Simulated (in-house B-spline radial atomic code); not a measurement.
## Ionising Sb⁵⁺ with different functionals

Computed with a B-spline radial code for spherical atoms: scalar-relativistic (spin-free X2C) Hamiltonian, Fermi nucleus of rms radius 4.6802 fm, spin-polarised at highest spin, spherical fractional occupations for the functionals, and exact exchange of hybrids averaged over the configuration. The ionisation energy is the difference of two self-consistent energies, [Kr] 4d10 → [Kr] 4d9, without Breit or QED terms; ε is the level of the shell that loses the electron (its least bound occupied spin orbital). There is no spin-orbit coupling in this Hamiltonian.

```json
{"method": "PBE0", "rung": "global hybrid", "ΔSCF (eV)": "99.63", "-ε(4d) (eV)": "92.63"}
{"method": "B3LYP", "rung": "global hybrid", "ΔSCF (eV)": "99.62", "-ε(4d) (eV)": "92.04"}
{"method": "TPSSh", "rung": "global hybrid", "ΔSCF (eV)": "99.57", "-ε(4d) (eV)": "90.84"}
{"method": "BHandHLYP", "rung": "global hybrid", "ΔSCF (eV)": "?", "-ε(4d) (eV)": "?"}
{"method": "r2SCAN0", "rung": "global hybrid", "ΔSCF (eV)": "100.04", "-ε(4d) (eV)": "93.11"}
{"method": "B97-1", "rung": "global hybrid", "ΔSCF (eV)": "99.51", "-ε(4d) (eV)": "92.02"}
{"method": "HSE06", "rung": "range-separated hybrid", "ΔSCF (eV)": "99.60", "-ε(4d) (eV)": "92.18"}
{"method": "wB97X", "rung": "range-separated hybrid", "ΔSCF (eV)": "99.33", "-ε(4d) (eV)": "94.87"}
{"method": "CAM-B3LYP", "rung": "range-separated hybrid", "ΔSCF (eV)": "99.56", "-ε(4d) (eV)": "94.01"}
{"method": "LC-wPBE", "rung": "range-separated hybrid", "ΔSCF (eV)": "?", "-ε(4d) (eV)": "?"}
```

(1) What does BHandHLYP give?

(2) What does LC-wPBE give?

(3) Among the functionals, which spreads more, the ΔSCF values or the orbital energies?

(4) How do they compare with the NIST value?

Results:

(1) ΔSCF 99.52 eV, and -ε(4d) = 95.43 eV.

(2) ΔSCF 99.51 eV, and -ε(4d) = 95.07 eV.

(3) The orbital energies: ΔSCF values span about 0.71 eV and the orbital energies 4.59 eV; here energy differences depend much less on the functional than eigenvalues do.

(4) NIST lists 99.51 eV ± 0.05 (measured, ground level to ground level). Errors run from -0.18 to +0.53 eV; LC-wPBE is closest (-0.00 eV), though others lie within the uncertainty of it, and part of that can be cancellation, since the calculations leave out spin-orbit coupling, Breit-QED terms, multiplet and fine-structure energies.
